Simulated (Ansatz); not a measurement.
`BC(=C)Cl` + `CNCF` → `BN(C)CF` + `C=CCl`  (ligand exchange at a B–C bond)

Gas-phase electronic energies from Ansatz, PBE0-D4/def2-TZVP geometries. CBS: MP2 limit from def2 TZ/QZ plus the TZ coupled-cluster correction, frozen cores. This one scheme is used for every species. DFT in def2-TZVPP. One conformer a species, not always the lowest.

```tsv
level	ΔE (eV)
B2PLYP	-1.21
HF/CBS(def2)	-1.12
```

What does CCSD(T)/CBS give? (Best estimate.)

The calculation gave: -1.22 eV. The listed levels differ from it by 0.01, 0.10 eV.

Largest T1 diagnostic among the species: 0.012.

In def2-TZVPP, CCSD(T) changes the Hartree–Fock value by −0.12 eV (the triples alone add −0.01 eV) and MP2 by −0.13 eV.
